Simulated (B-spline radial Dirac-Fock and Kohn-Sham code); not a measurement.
## Relativistic shifts of the levels of La²⁺

System: lanthanum as La²⁺ in the configuration [Xe] 5d1.

Both columns are ΔSCF binding energies of the configuration average from a radial B-spline solver: non-relativistic Hartree-Fock with a point nucleus, and Dirac-Fock with a finite nucleus and the Coulomb interaction alone, averaged over the two j levels with weights 2j+1.

```
shell  Hartree-Fock (eV)  Dirac-Fock (eV)  shift (eV)  shift (%)
   1s            37289.0          39097.4    +1808.34      +4.85
   2s             5862.3           6314.9     +452.60      +7.72
   2p             5522.4           5659.0     +136.64      +2.47
   3s             1298.6           1398.2      +99.66      +7.67
   3p             1151.5           1183.2      +31.64      +2.75
   3d              880.2            867.3      -12.86      -1.46
   4s              287.9            309.3      +21.45      +7.45
   4p              231.3            236.7       +5.36      +2.32
   4d              130.8            127.0       -3.83      -2.92
   5s              57.11            60.53       +3.42      +5.98
   5p              39.51            39.98       +0.46      +1.17
   5d              18.68            18.09       -0.59      -3.14
```

Relativity binds 1s, 2s, 2p, 3s, 3p, 4s, 4p, 5s, 5p more strongly, among those listed most of all 2s in relative terms, and 3d, 4d, 5d more weakly, because the contracted s and p shells screen the nucleus better.

Values without a named source are computed, but for edge energies of neutral atoms, which are taken from tables.
